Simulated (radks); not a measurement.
Results of a calculation; reference values are marked as such.
Isoelectronic series with 2 electrons, all held in the configuration [He], which need not be the ground one along the series. Code: a radial shooting solver on a logarithmic mesh with Libxc functionals. Model: scalar-relativistic Kohn-Sham, PBE, spin-polarised, spherical densities, finite nucleus; Fermi nuclear charge, rms radius of each element as measured or else 0.836 A^(1/3) + 0.57 fm. Total energies (hartree) and orbital eigenvalues (eV):

He: E (hartree) -2.89307; 1s -15.7638
Be2+: E (hartree) -13.62232; 1s -132.2826
C4+: E (hartree) -32.35915; 1s -357.7310
O6+: E (hartree) -59.11735; 1s -692.2744
Ne8+: E (hartree) -93.91468; 1s -1136.141
Mg10+: E (hartree) -136.77395; 1s -1689.627
Si12+: E (hartree) -187.72319; 1s -2353.100
S14+: E (hartree) -246.79582; 1s -3127.000
Ar16+: E (hartree) -314.03075; 1s -4011.842
Ca18+: E (hartree) -389.47259; 1s -5008.217
Ti20+: E (hartree) -473.17160; 1s -6116.793
Cr22+: E (hartree) -565.18418; 1s -7338.323
Fe24+: E (hartree) -665.57267; 1s -8673.637
Ni26+: E (hartree) -774.40605; 1s -10123.66
Zn28+: E (hartree) -891.75923; 1s -11689.39
Ge30+: E (hartree) -1017.71467; 1s -13371.93
Se32+: E (hartree) -1152.36232; 1s -15172.48
Kr34+: E (hartree) -1295.79897; 1s -17092.35
